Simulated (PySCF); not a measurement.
## Stretching CaN

Set-up: Ca x2c-TZVPPall, N x2c-TZVPPall; spin-free X2C with a Gaussian nucleus (PySCF 2.14). Energies in eV from Ca + N in their ground configurations at the same level. State: ⁴Σ⁻ (quartet), unpaired electrons σ ↑, π ↑↑.

All columns are PBE0. A positive dipole means Ca(−)N(+).

| R (Å) | E (eV) | μ (D) | Mulliken charge on Ca (basis-dependent) | HOMO (eV) | LUMO (eV) | Mayer bond order | ⟨S²⟩ |
| --- | --- | --- | --- | --- | --- | --- | --- |
| 1.935 | -0.801 | -2.64 | 0.53 | -4.01 | -2.47 | 0.83 | 3.75 |
| 2.025 | -1.137 | -2.97 | 0.56 | -4.10 | -2.21 | 0.79 | 3.75 |
| 2.115 | -1.319 | -3.27 | 0.57 | -4.18 | -2.01 | 0.76 | 3.76 |
| 2.183 | -1.381 | -3.47 | 0.58 | -4.24 | -2.08 | 0.75 | 3.76 |
| 2.250 | -1.396 | -3.65 | 0.58 | -4.29 | -2.14 | 0.74 | 3.76 |
| 2.317 | -1.376 | -3.81 | 0.58 | -4.34 | -2.19 | 0.74 | 3.76 |
| 2.408 | -1.310 | -3.97 | 0.57 | -4.40 | -2.26 | 0.74 | 3.76 |
| 2.520 | -1.189 | -4.10 | 0.54 | -4.47 | -2.32 | 0.74 | 3.76 |
| 2.655 | -1.019 | -4.11 | 0.50 | -4.53 | -2.37 | 0.75 | 3.77 |
| 2.835 | -0.794 | -3.89 | 0.43 | -4.59 | -2.40 | 0.72 | 3.79 |

A fit through these points gives, at Re = 2.242 Å, μ = -3.63 D and dμ/dR = -2.55 D/Å; the reduced mass is 10.37 u.

Problem. How strong is the fundamental in the double-harmonic approximation, I = 42.26·(dμ/dR)²/μred km/mol?

Solution. I = 42.26·(-2.55)²/10.37 = 26.5 km/mol at PBE0.

The state was picked by a PBE0 search and need not be the measured ground state.
